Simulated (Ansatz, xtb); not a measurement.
# Two conformers of C3H10B2

Structure I is `CBCBC`, a singlet and structure II is `CBCBC`, a singlet. Both are isolated molecules in the gas phase, relaxed with PBE-D3(BJ)/def2-SVP.

I (Å):

| atom | x (Å) | y (Å) | z (Å) |
| --- | --- | --- | --- |
| C | -0.3711 | -0.4895 | 1.4525 |
| C | 0.4827 | -2.5043 | 3.1464 |
| C | 1.1726 | 1.8044 | 1.5405 |
| B | 0.6748 | -1.5728 | 1.9018 |
| B | 0.1222 | 0.8228 | 2.1626 |
| H | -0.3099 | -0.3550 | 0.3517 |
| H | -1.3866 | -0.7639 | 1.8045 |
| H | 1.7133 | -1.6750 | 1.2616 |
| H | 1.3760 | -2.4612 | 3.8084 |
| H | 0.4611 | -3.5602 | 2.7896 |
| H | -0.4286 | -2.3218 | 3.7492 |
| H | -0.3102 | 1.0762 | 3.2795 |
| H | 2.0094 | 1.9742 | 2.2547 |
| H | 1.5888 | 1.5068 | 0.5580 |
| H | 0.6999 | 2.8081 | 1.4349 |

II (Å):

```xyz
15

C    -1.9130   -1.4495    0.8735
C    -1.5384    1.2175    0.2500
C    -1.0310    2.4174    2.6909
B    -2.4456   -0.0542    0.3982
B    -1.9342    2.1673    1.4344
H    -0.8763   -1.4607    1.2644
H    -1.9463   -2.1248   -0.0146
H    -2.5966   -1.9278    1.6075
H    -3.6344    0.0498    0.1281
H    -1.8862    1.7298   -0.6766
H    -0.4561    0.9789    0.2280
H    -3.0161    2.7364    1.3814
H    -0.1117    1.8022    2.7549
H    -0.7288    3.4908    2.6823
H    -1.6165    2.3083    3.6303
```

**Question.** Which of the two would you expect CCSD(T)/def2-SVP + ΔMP2/def2-TZVPP electronic energies to favour?

**Answer.** Too close to call at this level: CCSD(T)/def2-SVP + ΔMP2/def2-TZVPP gives E(II) − E(I) = −0.01 kcal/mol.

Level by level:

```json
{"level": "PBE-D3(BJ)/def2-SVP", "geometry": "PBE-D3(BJ)/def2-SVP", "E(II) − E(I) (kcal/mol)": "−0.08", "departure from the last row (kcal/mol)": "−0.07", "job, with rough time for the two": "optimisation, 33 s"}
{"level": "HF/def2-SVP", "geometry": "PBE-D3(BJ)/def2-SVP", "E(II) − E(I) (kcal/mol)": "−0.17", "departure from the last row (kcal/mol)": "−0.16", "job, with rough time for the two": "part of the CCSD(T) run"}
{"level": "MP2/def2-SVP", "geometry": "PBE-D3(BJ)/def2-SVP", "E(II) − E(I) (kcal/mol)": "+0.08", "departure from the last row (kcal/mol)": "+0.09", "job, with rough time for the two": "part of the CCSD(T) run"}
{"level": "CCSD(T)/def2-SVP", "geometry": "PBE-D3(BJ)/def2-SVP", "E(II) − E(I) (kcal/mol)": "+0.11", "departure from the last row (kcal/mol)": "+0.11", "job, with rough time for the two": "single point"}
{"level": "CCSD(T)/def2-SVP + ΔMP2/def2-TZVPP", "geometry": "PBE-D3(BJ)/def2-SVP", "E(II) − E(I) (kcal/mol)": "−0.01", "departure from the last row (kcal/mol)": "", "job, with rough time for the two": "single point, 27 s"}
```

The largest departure from CCSD(T)/def2-SVP + ΔMP2/def2-TZVPP is that of HF/def2-SVP, 0.16 kcal/mol. A small imaginary or near-zero mode remains, so no thermal terms are given. Levels run at GFN2-xTB geometries aren't shown. The last row adds to CCSD(T) the change of the MP2 difference between the two basis sets, here −0.11 kcal/mol.

The correlated steps freeze 5 core orbitals. Run with Ansatz 0.2.0; the last row on 2 threads of Intel(R) Xeon(R) Platinum 8488C (Sapphire Rapids) on a shared host.
